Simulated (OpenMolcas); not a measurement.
Sb3+: effect of the active space

```json
{
  "Program": "OpenMolcas 26.06",
  "Method": "SS-CASPT2 or its RAS form, IPEA 0.25 Eh, imaginary shift 0.1 Eh",
  "Basis": "ANO-RCC",
  "Scalar Hamiltonian": "DKH2, point nucleus",
  "Spin-orbit coupling": "RASSI with atomic mean-field integrals over the reference wave functions, term energies averaged over their components"
}
```

A. 2 electrons in 8 orbitals (5s 5p 6s 6p); 2S+1 = 3 even, 3 roots; 2S+1 = 1 even, 7 roots; 2S+1 = 3 odd, 3 roots; 2S+1 = 1 odd, 3 roots; closed shells correlated: 4d; CASPT2 step about 17 core-seconds
B. 2 electrons in 9 orbitals (RAS2 5s 5p; RAS3 5d, at most 2 electrons); 2S+1 = 3 even, 3 roots; 2S+1 = 1 even, 7 roots; 2S+1 = 3 odd, 3 roots; 2S+1 = 1 odd, 3 roots; closed shells correlated: 4d; CASPT2 step about 20 core-seconds

Energies in cm⁻¹ above 5s² ¹S₀, the measured ground level; measured values from Moore, Atomic Energy Levels, vol. III, NSRDS-NBS 35 (1971 reprint of NBS Circular 467, 1958).

```json
{"Level": "5s² ¹S₀", "A": "0.0", "B": "0.0", "Measured": "0.0"}
{"Level": "5s 5p ³P°₀", "A": "63930", "B": "64700", "Measured": ""}
{"Level": "5s 5p ³P°₁", "A": "65920", "B": "66680", "Measured": "66700"}
{"Level": "5s 5p ³P°₂", "A": "70880", "B": "71630", "Measured": "72560"}
{"Level": "5s 5p ¹P°₁", "A": "93190", "B": "94240", "Measured": "95952"}
{"Level": "5p² ³P₀", "A": "152270", "B": "152350", "Measured": "152076"}
{"Level": "5p² ³P₁", "A": "155110", "B": "155890", "Measured": "156388"}
{"Level": "5p² ¹D₂ [62 %]", "A": "155520", "B": "155740", "Measured": "155956"}
```

Deviations, from unrounded energies. A percentage is the sum of absolute deviations over the sum of measured energies, with the sign that they share, or ± where signs differ.

```tsv
Against measurement	Levels	A	B
mean absolute deviation (cm-1)	6	1200	610
other configurations (%)	6	±1.0	±0.5
```

B lies closest to measurement on these levels. The largest miss of B in the table is 5s 5p ¹P°₁, by -1700 cm-1. The ranking rests on the paired levels alone, and a cruder setting can come out closer through cancelling errors.

Between A and B the level of the table that moves most is 5s 5p ¹P°₁, by 1100 cm-1 (lowest in A, highest in B). Moves below CASPT2's spread within the term are not significant.

Term energies are means over components that CASPT2 splits; among the terms shown or strongly mixed into the levels shown the widest spread is 240 cm-1 (5p² ¹D, A). Over all roots computed the reference weight is 0.87 to 0.94 in A; the roots of lowest weight are the least certain, and an intruder state may touch them. Active for correlation alone: 6p 6s; no level in the range computed is led by a configuration that fills them, so any true level of that kind is missing (holds for A). The ¹D term of p² mixes with s d, which this space lacks (holds for A). Active for correlation alone: 5d; no level in the range computed is led by a configuration that fills it, so any true level of that kind is missing (holds for B). Some terms mix strongly with configurations of 5d, whose occupation reaches 0.29 (5p² ¹D) (holds for B). Computed and measured levels are paired by configuration, term and J; levels that our copy of the source lacks, or whose pairing is in doubt (as where it misses far off the trend of its configuration), stay unpaired and out of the deviations. Levels of configurations outside the active space are missing. Levels that lie high or do not pair safely by name in every column are left out.

A share in square brackets marks a mixed level and gives the weight of the term that names it, the lowest over the columns. ° marks odd parity.
